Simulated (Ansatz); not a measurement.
Consider the hydrogenolysis of the Si–Si bond: `O[SiH]([SiH3])[O][AlH2]` + H₂ → `O[SiH2][O][AlH2]` + SiH₄.

Calculated with Ansatz (gas phase, PBE0-D4/def2-TZVP geometries, no zero-point term in ΔE). CCSD(T)/CBS adds triple-zeta CCSD(T) − MP2 to the extrapolated MP2 energy (def2 sets, frozen cores). This one scheme is used for every species. DFT in def2-TZVPP. B3LYP here is the variant with VWN-RPA as its local correlation; programs differ in this. HSE06 is defined as in plane-wave codes. Each species was taken in one conformer, which may not be the lowest.

```csv
level,ΔE (kJ/mol),difference from CCSD(T)/CBS
LDA (SPW92),-18.1,12.1
PBE-D4,-13.5,16.7
revPBE-D4,-10.9,19.3
BLYP-D4,-22.3,7.9
r2SCAN-D4,-23.7,6.5
B97M-V,-28.1,2.1
PBE0-D4,-20.8,9.4
B3LYP-D4,-28.1,2.1
r2SCANh-D4,-25.6,4.6
r2SCAN0-D4,-28.3,1.9
BHLYP-D4,-36.2,-6.0
CAM-B3LYP-D4,-35.5,-5.3
ωB97X-V,-30.8,-0.6
ωB97M-V,-34.5,-4.3
B2PLYP,-38.6,-8.4
PBE-QIDH,-32.1,-1.9
PBE,-20.9,9.3
revPBE,-23.1,7.1
BLYP,-36.3,-6.1
r2SCAN,-25.8,4.4
PBE0,-27.6,2.6
B3LYP,-39.9,-9.7
r2SCANh,-27.9,2.3
r2SCAN0,-30.9,-0.7
HSE06,-27.5,2.7
BHLYP,-47.7,-17.5
CAM-B3LYP,-42.8,-12.6
LC-ωPBE,-32.2,-2.0
MP2/def2-SVP,-44.2,-14.0
CCSD/def2-SVP,-48.2,-18.0
HF/def2-TZVPP,-62.8,-32.6
MP2/def2-TZVPP,-34.9,-4.7
SCS-MP2/def2-TZVPP,-41.6,-11.4
CCSD(T)/def2-TZVPP,-34.0,-3.8
HF/def2-QZVPP,-63.3,-33.1
MP2/def2-QZVPP,-32.9,-2.7
SCS-MP2/def2-QZVPP,-39.6,-9.4
HF/CBS(def2),-63.4,-33.2
MP2/CBS(def2),-31.2,-1.0
CCSD/CBS(def2),-35.5,-5.3
CCSD(T)/CBS,-30.2,0
```

Largest T1 diagnostic among the species: 0.013.

At CCSD(T), def2-SVP lies −14.2 kJ/mol from the extrapolated value and def2-TZVPP −3.8 kJ/mol. In def2-TZVPP, CCSD(T) changes the Hartree–Fock value by +28.8 kJ/mol (the triples alone add +5.3 kJ/mol) and MP2 by +27.9 kJ/mol. Leaving LDA and LC-ωPBE aside and taking each functional with its dispersion term where it has one, the values spread over 27.7 kJ/mol, from B2PLYP to revPBE-D4.
